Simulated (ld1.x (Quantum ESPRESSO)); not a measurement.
PBEsol PAW dataset for hafnium, scalar-relativistic all-electron reference.

ld1.x (Quantum ESPRESSO) 7.5 input, shortened:

```
&input
   title='Hf', zed=72., rel=1, dft='PBESOL', iswitch=3,
   config='[Xe] 4f14 5d2 6s1 6p0'
 /
 &inputp
   pseudotype=3, lpaw=.true., tm=.true., lloc=-1, rcloc=2.95,
   nlcc=.true., new_core_ps=.true.,
   which_augfun='BG', rmatch_augfun=1.70
 /
6
5S  1  0   2.00   0.00  1.95  2.35  0.0
6S  2  0   1.00   0.00  1.95  2.35  0.0
5P  2  1   6.00   0.00  1.90  2.15  0.0
6P  3  1   0.00   0.00  1.90  2.15  0.0
5D  3  2   2.00   0.00  2.75  3.15  0.0
5D  3  2   0.00   1.35  2.75  3.15  0.0
 &test
   configts(1)='5s2 5p6 5d2 6s1 6p0'
 /
```

All-electron outer shells of the reference configuration (PBEsol, scalar-relativistic, ld1.x):

```
shell  level (eV)  outermost node (bohr)  outermost maximum (bohr)
   5s      -73.99                   0.55                      1.01
   5p      -42.55                   0.60                      1.16
   4f      -23.81                      –                      0.45
   6s      -11.01                   1.36                      2.78
   5d       -9.25                   0.67                      1.67
   6p       -6.33                   1.64                      3.62
```

Task: Does the generator finish with these settings?

Result: Yes, a potential is produced and its reference levels are reproduced.

Task: Estimate the cutoffs (Ry, on a coarse ladder) from which the occupation-weighted sum of valence levels, in a spherical-Bessel basis at the reference potential, stays within 10 and 1 mRy of its value at 400 Ry.

Result: 18 Ry and 30 Ry.

Task: What does a ghost test show?

Result: No extra level below or beside the all-electron valence levels (s, p, d, f tested).

Task: Is the overlap operator S = 1 + Σ q|β⟩⟨β| positive definite (Bessel basis up to 400 Ry)?

Result: Yes: its lowest eigenvalue is 0.10 (p channel).

Test run stopped at test 1 of 7 (negative rho).
